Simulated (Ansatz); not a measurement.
`FB(S)Cl` + `O[SiH3]` → `FB(Cl)O[SiH3]` + H₂S  (ligand exchange at a B–S bond)

Computed with Ansatz on PBE0-D4/def2-TZVP structures; ΔE is electronic, products minus reactants. CBS: MP2 limit from def2 TZ/QZ plus the TZ coupled-cluster correction, frozen cores. This one scheme is used for every species. DFT in def2-TZVPP. One conformer a species, not always the lowest.

```
         level  ΔE (eV)
       PBE0-D4    -0.64
MP2/def2-QZVPP    -0.66
```

Q: What does CCSD(T)/CBS give? (Best estimate.)

A: Ansatz gave: -0.70 eV. The listed levels differ from it by 0.06, 0.04 eV.

Largest T1 diagnostic among the species: 0.012.

At CCSD(T), def2-SVP lies −0.14 eV from the extrapolated value and def2-TZVPP −0.02 eV. From BLYP to BHLYP (50 % exact exchange), in def2-TZVPP and without D4, ΔE moves by −0.14 eV.
